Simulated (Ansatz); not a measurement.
Consider the ligand exchange at the Si–C bond: `O[SiH2]C[Si](O)(O)O` + `CCS` → `CCS[Si](O)(O)O` + `C[SiH2]O`.

Calculated with Ansatz (gas phase, PBE0-D4/def2-TZVP geometries, no zero-point term in ΔE). CCSD(T)/CBS adds triple-zeta CCSD(T) − MP2 to the extrapolated MP2 energy (def2 sets, frozen cores). This one scheme is used for every species. Functionals use def2-TZVPP. One conformer a species, not always the lowest.

`O[SiH2]C[Si](O)(O)O`:

```xyz
15

O     2.201   -0.564    1.125
Si    1.842    0.628    0.056
C     0.042    1.122    0.209
Si   -1.104   -0.288   -0.117
O    -2.672   -0.057    0.281
O    -1.127   -0.689   -1.709
O    -0.529   -1.501    0.842
H     1.472   -1.183    1.264
H     2.763    1.758    0.329
H     2.058    0.181   -1.357
H    -0.175    1.932   -0.495
H    -0.132    1.504    1.220
H    -3.267    0.164   -0.436
H    -0.285   -0.734   -2.166
H    -1.087   -2.272    0.955
```

`CCS`:

Cartesian coordinates in Å:
```
C -0.188 -0.620 -0.713
C -0.365 0.508 0.281
S 1.191 1.202 0.899
H 0.415 -0.299 -1.564
H -1.159 -0.961 -1.084
H 0.313 -1.474 -0.251
H -0.868 1.360 -0.184
H -0.980 0.201 1.129
H 1.643 0.082 1.486
```

`CCS[Si](O)(O)O`:

```xyz
15

C    -0.620   -1.566   -1.512
C    -0.580   -0.053   -1.503
S    -1.328    0.676    0.001
Si    0.354    0.780    1.269
O    -0.200    1.215    2.745
O     1.129   -0.658    1.222
O     1.485    1.880    0.843
H    -1.646   -1.929   -1.422
H    -0.039   -1.972   -0.684
H    -0.204   -1.947   -2.450
H     0.440    0.322   -1.600
H    -1.157    0.364   -2.330
H    -0.936    0.714    3.101
H     2.068   -0.630    1.420
H     1.233    2.803    0.901
```

`C[SiH2]O`:

```xyz
9

C     0.843   -0.271   -0.769
Si   -0.217    0.414    0.602
O    -1.828    0.150    0.351
H     1.896   -0.036   -0.587
H     0.560    0.158   -1.733
H     0.753   -1.358   -0.839
H    -0.078    1.888    0.681
H     0.215   -0.193    1.894
H    -2.145   -0.752    0.401
```

```
              species  PBE energy (Eh)
`O[SiH2]C[Si](O)(O)O`       -922.53278
                `CCS`       -477.76796
     `CCS[Si](O)(O)O`       -994.06938
           `C[SiH2]O`       -406.24600
```

Q: Work out ΔE.

A: ΔE = (-994.06938) + (-406.24600) − (-922.53278) − (-477.76796) = -0.01464 Eh = -0.40 eV. CCSD(T)/CBS gives -0.38 eV.

Largest T1 diagnostic among the species: 0.011.
